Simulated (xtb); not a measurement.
A run for xtb: GFN2-xTB on CH4SSe (SMILES CS[SeH]), a point of a torsion scan.

```
$ xtb mol.xyz --gfn 2 --opt vtight --chrg 0 --uhf 0 --input xcontrol
7

C     -1.01189024    -0.16243137     0.05716577
S      0.04340956     1.28324295    -0.20260321
Se     2.20571683     0.77225355     0.04921310
H     -0.66538013    -0.99813816    -0.60247254
H     -2.02727736     0.08769695    -0.30460277
H     -0.96544377    -0.41966559     1.12220381
H      3.13208876     1.98057264    -0.16510837
$constrain
  force constant=1.0
  dihedral: 1,2,3,7,180.0
$end
```

It printed:

```
[...]
           -------------------------------------------------
          |                Calculation Setup                |
           -------------------------------------------------



           -------------------------------------------------
          |                 G F N 2 - x T B                 |
           -------------------------------------------------

        Reference                      10.1021/acs.jctc.8b01176
      * Hamiltonian:
        H0-scaling (s, p, d)           1.850000    2.230000    2.230000
        zeta-weighting                 0.500000
      * Dispersion:
        s8                             2.700000
        a1                             0.520000
        a2                             5.000000
        s9                             5.000000
      * Repulsion:
        kExp                           1.500000    1.000000
        rExp                           1.000000
      * Coulomb:
        alpha                          2.000000
        third order                    shell-resolved
        anisotropic                    true
        a3                             3.000000
        a5                             4.000000
        cn-shift                       1.200000
        cn-exp                         4.000000
        max-rad                        5.000000


          ...................................................
          :                      SETUP                      :
          :.................................................:
          :  # basis functions                  28          :
          :  # atomic orbitals                  26          :
          :  # shells                           12          :
          :  # electrons                        20          :
          :  max. iterations                   250          :
          :  Hamiltonian                  GFN2-xTB          :
          :  restarted?                      false          :
          :  GBSA solvation                  false          :
          :  PC potential                    false          :
          :  electronic temp.          300.0000000     K    :
          :  accuracy                    1.0000000          :
          :  -> integral cutoff          0.2500000E+02      :
          :  -> integral neglect         0.1000000E-07      :
          :  -> SCF convergence          0.1000000E-05 Eh   :
          :  -> wf. convergence          0.1000000E-03 e    :
          :  Broyden damping             0.4000000          :
          :  net charge                          0          :
          :  unpaired electrons                  0          :
          ...................................................

 iter      E             dE          RMSdq      gap      omega  full diag
   1    -10.6250246 -0.106250E+02  0.772E+00    2.57       0.0  T
   2    -10.6436315 -0.186069E-01  0.450E+00    2.40       1.0  T
   3    -10.6443181 -0.686532E-03  0.128E+00    2.30       1.0  T
   4    -10.6455808 -0.126276E-02  0.528E-01    2.28       1.0  T
   5    -10.6455997 -0.188368E-04  0.140E-01    2.28       1.0  T
   6    -10.6456060 -0.631679E-05  0.910E-02    2.29       1.0  T
   7    -10.6456082 -0.225845E-05  0.245E-02    2.29       1.5  T
   8    -10.6456084 -0.198582E-06  0.102E-02    2.29       3.7  T
   9    -10.6456085 -0.481551E-07  0.364E-03    2.29      10.4  T
  10    -10.6456085 -0.104947E-07  0.136E-03    2.29      27.8  T
  11    -10.6456085 -0.254031E-09  0.257E-04    2.29     147.2  T
  12    -10.6456085 -0.570388E-11  0.673E-05    2.29     561.4  T

   *** convergence criteria satisfied after 12 iterations ***

         #    Occupation            Energy/Eh            Energy/eV
      -------------------------------------------------------------
         1        2.0000           -0.7541045             -20.5202
       ...           ...                  ...                  ...
         4        2.0000           -0.5190958             -14.1253
         5        2.0000           -0.5135138             -13.9734
         6        2.0000           -0.4928571             -13.4113
         7        2.0000           -0.4823743             -13.1261
         8        2.0000           -0.4315100             -11.7420
         9        2.0000           -0.4077427             -11.0952
        10        2.0000           -0.3577041              -9.7336 (HOMO)
        11                         -0.2736495              -7.4464 (LUMO)
        12                         -0.2282564              -6.2112
        13                         -0.1749005              -4.7593
        14                         -0.0265428              -0.7223
        15                         -0.0149584              -0.4070
       ...                                ...                  ...
        26                          0.7281349              19.8136
      -------------------------------------------------------------
                  HL-Gap            0.0840546 Eh            2.2872 eV
             Fermi-
[...]
           -0.1757095              -4.7813
        14                         -0.0318523              -0.8667
        15                         -0.0160372              -0.4364
       ...                                ...                  ...
        26                          0.8921418              24.2764
      -------------------------------------------------------------
                  HL-Gap            0.0888017 Eh            2.4164 eV
             Fermi-level           -0.3153856 Eh           -8.5821 eV

 SCC (total)                   0 d,  0 h,  0 min,  0.005 sec
 SCC setup                      ...        0 min,  0.000 sec (  2.500%)
 Dispersion                     ...        0 min,  0.000 sec (  0.924%)
 classical contributions        ...        0 min,  0.000 sec (  0.299%)
 integral evaluation            ...        0 min,  0.001 sec ( 24.751%)
 iterations                     ...        0 min,  0.002 sec ( 29.267%)
 molecular gradient             ...        0 min,  0.002 sec ( 37.222%)
 printout                       ...        0 min,  0.000 sec (  3.980%)

         :::::::::::::::::::::::::::::::::::::::::::::::::::::
         ::                     SUMMARY                     ::
         :::::::::::::::::::::::::::::::::::::::::::::::::::::
         :: total energy             -10.605004191377 Eh    ::
         :: gradient norm              0.000017792393 Eh/a0 ::
         :: HOMO-LUMO gap              2.416416046007 eV    ::
         ::.................................................::
         :: SCC energy               -10.673799838014 Eh    ::
         :: -> isotropic ES            0.003026537935 Eh    ::
         :: -> anisotropic ES          0.001157656705 Eh    ::
         :: -> anisotropic XC          0.008842268480 Eh    ::
         :: -> dispersion             -0.003859709206 Eh    ::
         :: repulsion energy           0.068795646606 Eh    ::
         :: add. restraining           0.000000000032 Eh    ::
         :: total charge               0.000000000000 e     ::
         :::::::::::::::::::::::::::::::::::::::::::::::::::::

           -------------------------------------------------
          |                Property Printout                |
           -------------------------------------------------

    * Orbital Energies and Occupations

         #    Occupation            Energy/Eh            Energy/eV
      -------------------------------------------------------------
         1        2.0000           -0.7580923             -20.6287
         2        2.0000           -0.7213935             -19.6301
         3        2.0000           -0.6172285             -16.7956
         4        2.0000           -0.5180133             -14.0959
         5        2.0000           -0.5143379             -13.9958
         6        2.0000           -0.4976388             -13.5414
         7        2.0000           -0.4771171             -12.9830
         8        2.0000           -0.4487513             -12.2111
         9        2.0000           -0.4108490             -11.1798
        10        2.0000           -0.3597865              -9.7903 (HOMO)
        11                         -0.2709848              -7.3739 (LUMO)
        12                         -0.1945069              -5.2928
        13                         -0.1757095              -4.7813
        14                         -0.0318523              -0.8667
        15                         -0.0160372              -0.4364
        16                         -0.0141484              -0.3850
        17                          0.0042454               0.1155
        18                          0.0278796               0.7586
        19                          0.0668326               1.8186
        20                          0.0900965               2.4516
        21                          0.1470861               4.0024
       ...                                ...                  ...
        26                          0.8921418              24.2764
      -------------------------------------------------------------
                  HL-Gap            0.0888017 Eh            2.4164 eV
             Fermi-level           -0.3153856 Eh           -8.5821 eV

     #   Z          covCN         q      C6AA      α(0)
     1   6 C        3.748    -0.048    21.497     6.613
     2  16 S        1.935    -0.119   146.041    20.340
Note: The following floating-point exceptions are signalling: IEEE_UNDERFLOW_FLAG IEEE_DENORMAL
normal termination of xtb
     3  34 Se       1.895    -0.169   241.424    27.075
     4   1 H        0.925     0.061     2.187     2.312
     5   1 H        0.925     0.067     2.118     2.276
     6   1 H        0.925     0.061     2.187     2.313
     7   1 H        0.925     0.146     1.417     1.861

 Mol. C6AA /au·bohr⁶  :       1428.130869
 Mol. C8AA /au·bohr⁸  :      67421.324817
 Mol. α(0) /au        :         62.789452


Wiberg/Mayer (AO) data.
largest (>0.10) Wiberg bond orders for each atom

 ---------------------------------------------------------------------------
     #   Z sym  total        # sym  WBO       # sym  WBO       # sym  WBO
 ---------------------------------------------------------------------------
     1   6 C    3.976 --     2 S    0.999     6 H    0.982     4 H    0.981
                             5 H    0.977
     2  16 S    2.239 --     3 Se   1.203     1 C    0.999
     3  34 Se   2.215 --     2 S    1.203     7 H    0.959
     4   1 H    0.996 --     1 C    0.981
     5   1 H    0.995 --     1 C    0.977
     6   1 H    0.996 --     1 C    0.982
     7   1 H    0.979 --     3 Se   0.959
 ---------------------------------------------------------------------------

Topologies differ in total number of bonds
Writing topology from bond orders to xtbtopo.mol

molecular dipole:
                 x           y           z       tot (Debye)
 q only:       -0.253      -0.110       0.006
   full:       -0.295      -0.333       0.071       1.146
molecular quadrupole (traceless):
                xx          xy          yy          xz          yz          zz
 q only:        1.506       2.918      -0.217      -0.677      -0.015      -1.289
  q+dip:        0.991       3.460      -1.126      -1.111       0.811       0.135
   full:        2.242       4.034      -0.521      -0.909       0.017      -1.721

           -------------------------------------------------
          |                Geometry Summary                 |
           -------------------------------------------------

      molecular mass/u    :      127.0666749
   center of mass at/Å    :        1.2318625       0.7162175       0.0104547
  moments of inertia/u·Å² :        0.3326731E+02   0.1799731E+03   0.2100110E+03
rotational constants/cm⁻¹ :        0.5067326E+00   0.9366750E-01   0.8027023E-01

 * 4 selected distances

     #   Z          #   Z                                           value/Å
     1   6 C        4   1 H                                       1.0867372
     1   6 C        5   1 H                                       1.0849232 (min)
     1   6 C        6   1 H                                       1.0867237
     3  34 Se       7   1 H                                       1.4443096 (max)

 * 2 distinct bonds (by element types)

   Z      Z             #   av. dist./Å        max./Å        min./Å
   1 H    6 C           3     1.0861280     1.0867372     1.0849232
   1 H   34 Se          1     1.4443096     1.4443096     1.4443096


optimized geometry written to: xtbopt.xyz


           -------------------------------------------------
          | TOTAL ENERGY              -10.605004191377 Eh   |
          | GRADIENT NORM               0.000017792393 Eh/α |
          | HOMO-LUMO GAP               2.416416046007 eV   |
           -------------------------------------------------

------------------------------------------------------------------------
------------------------------------------------------------------------
 total:
 SCF:
 ANC optimizer:
```

The run finished.

Warnings raised: the energy holds the restraint's term.

Cost: very roughly 0.3 core-seconds.
